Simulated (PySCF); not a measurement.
**Two-component Hartree-Fock for Cs (caesium, neutral)**

Start: [Xe] 6s1; 6s1/2 filled at m_j = +1/2. Calculated with PySCF 2.14 in x2c-TZVPPall-2c (11s11p9d2f1g, 112 functions): generalised Hartree-Fock with the X2C-1e Hamiltonian and a Gaussian nucleus; one run each with spin-orbit coupling (SO) switched off, then screened by Boettger's factors.

| spinor shell | electrons | ε, spin-free (eV) | ε, screened SO (eV) | weight of nominal j (screened SO) | rms radius, screened SO (bohr) |
| --- | --- | --- | --- | --- | --- |
| 1s1/2 | 2 | -36159.6 | -36155.5 | 1.000 | 0.0298 |
| 2s1/2 | 2 | -5776.3 | -5775.1 | 1.000 | 0.121 |
| 2p1/2 | 2 | -5174.6 | -5420.3 | 1.000 | 0.105 |
| 3s1/2 | 2 | -1245.5 | -1245.1 | 1.000 | 0.318 |
| 3p1/2 | 2 | -1047.3 | -1095.6 | 1.000 | 0.310 |
| 3p3/2 | 4 | -1047.3 | -1025.5 | 1.000 | 0.322 |
| 3d3/2 | 4 | -756.70 | -765.26 | 1.000 | 0.294 |
| 3d5/2 | 6 | -756.70 | -750.61 | 1.000 | 0.298 |
| 4s1/2 | 2 | -253.81 | -253.71 | 1.000 | 0.738 |
| 4p1/2 | 2 | -187.74 | -197.65 | 1.000 | 0.770 |
| 4p3/2 | 4 | -187.74 | -183.23 | 1.000 | 0.796 |
| 4d3/2 | 4 | -88.465 | -89.880 | 1.000 | 0.896 |
| 4d5/2 | 6 | -88.465 | -87.430 | 1.000 | 0.907 |
| 5s1/2 | 2 | -35.619 | -35.604 | 1.000 | 1.88 |
| 5p1/2 | 2 | -18.505 | -19.773 | 1.000 | 2.17 |
| 5p3/2 | 4 | -18.505 | -17.930 | 1.000 | 2.26 |
| 6s1/2 | 1 | -3.494 | -3.495 | 1.000 | 6.43 |

**Question.** Where does 2p3/2 lie, and what is the 2p spin-orbit splitting (screened SO)?

**Answer.** At -5064.9 eV, 355.42 eV above 2p1/2.

```tsv
quantity	spin-free	screened SO
E (hartree)	-7781.80869	-7784.53742
M_J	1/2	1/2
⟨J²⟩	0.751	0.751
⟨L²⟩	0.000	0.035
⟨S²⟩	0.751	0.786
```

Breit and QED terms are absent; they matter most for the inner s and p1/2 levels.

Densities and radii are taken from the X2C orbitals without a picture-change correction, which distorts them close to the nucleus.

Without spin-orbit coupling the j labels of p, d and f shells carry no meaning; the spin-free column gives the mean over the occupied spinors of each nl shell.
